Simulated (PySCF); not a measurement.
Isomers of C3H8O2Si, one GFN2-xTB conformer each. Single-point energies are computed at PBE0/pcSseg-1 (PySCF, gas phase, no added dispersion term), electronic only.

```csv
SMILES,GFN2-xTB relative energy (kJ/mol)
C/C=C/O[SiH2]O,22.8
C=C[Si@@H](O)OC,110.4
C[SiH]1OCCO1,0.0
```

Conformers: `[CH3:1]/[CH:2]=[CH:3]/[O:4][SiH2:5][OH:6]` with C2–C3–O4–Si5 171°, C3–O4–Si5–O6 174°, O4–Si5–O6–H 179°; `[CH2:1]=[CH:2][Si@@H:3]([OH:4])[O:5][CH3:6]` with C1–C2–Si3–O4 68°, C2–Si3–O4–H -57°, C2–Si3–O5–C6 -171°; `[CH3:1][SiH:2]1[O:3][CH2:4][CH2:5][O:6]1` with C1–Si2–O3–C4 135°, Si2–O3–C4–C5 -22°, O3–C4–C5–O6 20°, C4–C5–O6–Si2 -9°.

Task: What does PBE0/pcSseg-1 give for the same structures?

Result: 
```csv
SMILES,PBE0/pcSseg-1 E (Eh),PBE0/pcSseg-1 (kJ/mol),GFN2-xTB (kJ/mol),point group
C[SiH]1OCCO1,-558.67703,0.0,0.0,C1
C=C[Si@@H](O)OC,-558.65315,62.7,110.4,C1
C/C=C/O[SiH2]O,-558.64928,72.9,22.8,–
```

Both levels put the same isomer lowest; measured from each level's own lowest isomer, the values differ by up to 50.1 kJ/mol (C/C=C/O[SiH2]O: 22.8 against 72.9). As drawn, the lowest has an Si–C bond, which the highest lacks; the highest has an O–H bond and a C=C bond outside aromatic rings, which the lowest lacks. Neighbours about 10 kJ/mol apart or less (C=C[Si@@H](O)OC and C/C=C/O[SiH2]O) can change places with a better method, another conformer or zero-point energy.

Task: Which frontier levels, dipoles and rotational constants go with these structures?

Result: 
| SMILES | HOMO (eV, PBE0/pcSseg-1) | LUMO (eV) | dipole (D) | A, B, C (MHz) |
| --- | --- | --- | --- | --- |
| C[SiH]1OCCO1 | -7.82 | 1.35 | 0.71 | 5600, 2500, 2025 |
| C=C[Si@@H](O)OC | -8.01 | -0.35 | 1.22 | 5695, 1763, 1445 |
| C/C=C/O[SiH2]O | -6.45 | 0.53 | 1.92 | 14018, 1063, 1007 |

Task: As an exercise, what shares would exp(−E/RT) give at 2000 K from these electronic energies alone (no entropy, no degeneracies)?

Result: RT = 16.629 kJ/mol: C[SiH]1OCCO1 96.6 %, C=C[Si@@H](O)OC 2.2 %, C/C=C/O[SiH2]O 1.2 %.
